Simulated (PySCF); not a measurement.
# Two-component Hartree-Fock for Xe⁴⁴⁺ (xenon, charge +44)

Start: [Ne]. Calculated with PySCF 2.14 in an even-tempered Gaussian basis (17 s from 23 bohr⁻², ratio 2.4; 13 p from 30 bohr⁻², ratio 2.4; 5 d from 110 bohr⁻², ratio 2.6; 4 f from 170 bohr⁻², ratio 2.6): generalised Hartree-Fock with the X2C-1e Hamiltonian and a Gaussian nucleus; one run each with spin-orbit coupling (SO) switched off, then screened by Boettger's factors.

| spinor shell | electrons | ε, spin-free (eV) | ε, screened SO (eV) | weight of nominal j (screened SO) | rms radius, screened SO (bohr) |
| --- | --- | --- | --- | --- | --- |
| 1s1/2 | 2 | -37745.5 | -37742.7 | 1.000 | 0.0304 |
| 2s1/2 | 2 | -8314.4 | -8313.7 | 1.000 | 0.121 |
| 2p1/2 | 2 | -7774.3 | -8009.9 | 1.000 | 0.104 |
| 2p3/2 | 4 | -7774.3 | -7669.2 | 1.000 | 0.109 |

```json
{"quantity": "E (hartree)", "spin-free": "-5562.80845", "screened SO": "-5564.80771"}
{"quantity": "M_J", "spin-free": "0", "screened SO": "0"}
{"quantity": "⟨J²⟩", "spin-free": "0.000", "screened SO": "0.000"}
{"quantity": "⟨L²⟩", "spin-free": "0.000", "screened SO": "0.008"}
{"quantity": "⟨S²⟩", "spin-free": "0.000", "screened SO": "0.008"}
```

Breit and QED terms are absent; they matter most for the inner s and p1/2 levels.

Densities and radii are taken from the X2C orbitals without a picture-change correction, which distorts them close to the nucleus.

Without spin-orbit coupling the j labels of p, d and f shells carry no meaning; the spin-free column gives the mean over the occupied spinors of each nl shell.
